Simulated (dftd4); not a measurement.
H₁₂Si₅, charge -1, doublet, at a GFN2-xTB geometry (a state made from the parent by changing its charge; the spin is typed, not shown lowest); D4 for pbe0 in dftd4 4.2.0.

The dftd4 input:
```
$ dftd4 mol.xyz --func pbe0 --charge -1 --json dftd4.json --noedisp --grad

# file mol.xyz
17

Si    -0.79113967    -0.67083817    -2.31540756
Si     0.19362179    -0.18379725    -0.15594283
Si     0.03425317     2.14107415    -0.10250667
Si    -1.53684297    -0.71472711     1.31269122
Si     2.13282393    -0.60276782     1.23481619
H     -2.02683165    -0.36924165    -3.10604988
H     -0.79623747    -2.15281036    -2.44559852
H      0.22542324    -0.24925937    -3.31670976
H      0.24194744     2.78267994     1.21014527
H     -1.26729931     2.70344548    -0.51254686
H      0.98178877     2.87073092    -0.96683123
H     -2.88861689    -0.27030488     0.92148006
H     -1.73840381    -2.15250721     1.57620834
H     -1.41590528    -0.15638911     2.67359757
H      2.23230566    -2.08376215     1.33725698
H      3.31962754    -0.24254063     0.41326230
H      2.67417422    -0.24525417     2.58468073
```

Problem. What does dftd4 print? Leave out banner, timings and long lists.

Solution. 
```
                    ____  _____ _____     ____  _  _
      -------------|  _ \|  ___|_   _|---|  _ \| || |------------
     |             | | | | |_    | | ___ | | | | || |_           |
     |             | |_| |  _|   | ||___|| |_| |__   _|          |
     |             |____/|_|     |_|     |____/   |_|            |
     |             ===================================           |
     |            E. Caldeweyher, S. Ehlert & S. Grimme          |
     |          Mulliken Center for Theoretical Chemistry        |
     |                    University of Bonn                     |
      -----------------------------------------------------------

Rational (Becke-Johnson) damping: pbe0-D4-ATM
---------------------
  s6         1.0000
  s8         1.2007
  s9         1.0000
  a1         0.4009
  a2         5.0293
 alp        16.0000
--------------------

Dispersion energy:      -1.8483581354323E-02 Eh

Gradient norm:           1.5818028820535E-03 Eh/a0
--------------------------------------------------
     #    Z           dE/dx      dE/dy      dE/dz
--------------------------------------------------
     1   14 Si   -1.232E-04 -2.619E-04 -6.893E-04
     2   14 Si    6.546E-05 -6.214E-05 -5.272E-05
     3   14 Si    1.819E-05  7.188E-04 -3.879E-05
     4   14 Si   -5.147E-04 -2.476E-04  4.386E-04
     5   14 Si    6.571E-04 -2.448E-04  2.594E-04
     6    1 H    -3.789E-05 -4.393E-05 -1.321E-04
     7    1 H    -2.331E-05 -4.093E-05 -1.381E-04
     8    1 H    -3.327E-05 -6.108E-05 -1.320E-04
     9    1 H    -2.726E-06  1.934E-04 -5.306E-06
    10    1 H    -1.593E-06  1.940E-04 -2.013E-06
    11    1 H     1.500E-05  1.680E-04 -1.419E-05
    12    1 H    -1.400E-04 -5.784E-05  1.203E-04
    13    1 H    -1.194E-04 -6.893E-05  9.824E-05
    14    1 H    -1.428E-04 -5.689E-05  1.183E-04
    15    1 H     1.360E-04 -3.647E-05  4.922E-05
    16    1 H     1.228E-04 -5.348E-05  5.804E-05
    17    1 H     1.244E-04 -3.814E-05  6.249E-05
--------------------------------------------------

Virial:
--------------------------------------------------
      component           x          y          z
--------------------------------------------------
          x       8.060E-03  2.993E-04  1.006E-03
          y       2.993E-04  7.533E-03 -2.969E-04
          z       1.006E-03 -2.969E-04  8.564E-03
--------------------------------------------------

[Info] Dispersion results written to 'dftd4.txt'
[Info] JSON dump of results written to 'dftd4.json'
```
